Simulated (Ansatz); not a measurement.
```xyz
10

C    -0.0022    0.0013   -0.7179
C    -0.0028   -0.0016    0.7180
C    -0.0075    1.1093   -1.4824
C    -0.0076   -1.1109    1.4835
H    -0.0087   -0.9725   -1.2219
H     0.0012    0.9691    1.2131
H    -0.0023    1.0770   -2.5718
H    -0.0038    2.1157   -1.0273
H    -0.0062   -1.0627    2.5633
H    -0.0042   -2.1042    1.0132
```

Basis set: cc-pVDZ (spherical functions). Correlated methods keep 4 orbitals frozen. Charge 0, multiplicity 1.

Computed with Ansatz (development build ahead of 0.2.0); each method stands on the lowest determinant of its kind that the runs found. Restricted open shells among the atoms or ions are ROHF, correlated in semicanonical orbitals with singles.

**Question.** Give the atomization energy at this shape (free ground-state atoms in the same class of orbitals less the molecule, no zero-point energy) of singlet C4H6 by RHF-MP2, RHF.

**Answer.**

```
 method  atomization energy
RHF-MP2            41.39 eV
    RHF            32.85 eV
```
